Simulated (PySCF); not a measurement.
## Quadrupolar nuclei of `F/C=C/c1cnc[n-]1` in NMR

C5H4FN2 (charge -1).
Cartesian coordinates in Å at the GFN2-xTB level; atoms count from 1:
```xyz
12
C5H4FN2 angstrom
F     -3.4508    0.6970   -0.0610
C     -2.0839    0.7551   -0.2550
C     -1.2679   -0.1667    0.2502
C      0.1496   -0.1671    0.0891
C      1.0636   -1.0970    0.5872
N      2.3092   -0.7487    0.2204
C      2.1076    0.3774   -0.4858
N      0.8560    0.7835   -0.6070
H     -1.7956    1.6087   -0.8421
H     -1.6886   -0.9831    0.8280
H      0.8709   -1.9793    1.1803
H      2.9311    0.9194   -0.9303
```

Computed at PBE0/pcSseg-1 (PySCF, non-relativistic):

```csv
atom,environment,nucleus,spin I,Q (b),CQ = χzz (MHz),η
N6,ring nitrogen,14N,1,0.02044,-4.098,0.035
N8,two-coordinate ring nitrogen,14N,1,0.02044,-3.903,0.126
```

Q: Work back to Vxx, Vyy and Vzz; CQ/MHz = 234.96 (Q/b)(Vzz/au).

A: The tensor is traceless, so η fixes the two smaller values:

```tsv
atom	Vxx (au)	Vyy (au)	Vzz (au)	Vzz (10²¹ V/m²)
N6	0.412	0.442	-0.853	-8.29
N8	0.355	0.458	-0.813	-7.90
```

Q: At 21.15 T, set νQ = 3|CQ|/[2I(2I − 1)] beside the Larmor frequency (|g| × 7.62259 MHz/T × B; g(14N) = 0.40376), and give PQ = |CQ|√(1 + η²/3).

A: 
```json
{"atom": "N6", "PQ (MHz)": "4.099", "νQ (MHz)": "6.147", "ν0 (MHz)": "65.09", "νQ/ν0": "0.094"}
{"atom": "N8", "PQ (MHz)": "3.913", "νQ (MHz)": "5.854", "ν0 (MHz)": "65.09", "νQ/ν0": "0.090"}
```

For N6: PQ = 4.098 × 1.0002, νQ = 4.098 × 1.5000, ν0 = 3.0777 MHz/T × 21.15 T.

The couplings are those of the rigid, isolated species; surroundings and motion change them. The pcSseg-1 basis has no diffuse functions, a weakness for an anion. GFN2-xTB bond lengths can be off by several hundredths of an ångström, more for odd bonds, and the gradients follow them. A larger basis could move these couplings by a tenth or more.

One conformer stands for the species.
